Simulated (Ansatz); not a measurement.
Consider the isomerisation: `O=C/C=[CH]/[AlH2]` → `C1=[CH][AlH][CH2]O1`.

Computed with Ansatz on PBE0-D4/def2-TZVP structures; ΔE is electronic, products minus reactants. CCSD(T)/CBS adds triple-zeta CCSD(T) − MP2 to the extrapolated MP2 energy (def2 sets, frozen cores). DFT in def2-TZVPP. Each species was taken in one conformer, which may not be the lowest.

| level | ΔE (kcal/mol) | difference from CCSD(T)/CBS |
| --- | --- | --- |
| PBE0-D4 | -11.9 | -4.2 |
| B2PLYP | -6.4 | 1.3 |
| BLYP | -3.8 | 3.9 |
| BHLYP | -6.5 | 1.2 |
| LC-ωPBE | -12.4 | -4.7 |
| RPA@PBE/def2-TZVPP | -5.0 | 2.7 |
| SCS-MP2/def2-TZVPP | -5.2 | 2.5 |
| CCSD/def2-TZVPP | -6.1 | 1.6 |
| SCS-MP2/def2-QZVPP | -5.8 | 1.9 |
| CCSD/CBS(def2) | -7.2 | 0.5 |
| CCSD(T)/CBS | -7.7 | 0 |

Largest T1 diagnostic among the species: 0.015.

From PBE to PBE0 (25 % exact exchange), in def2-TZVPP and without D4, ΔE moves by −1.1 kcal/mol. At CCSD(T), def2-SVP lies +5.5 kcal/mol from the extrapolated value and def2-TZVPP +1.1 kcal/mol.
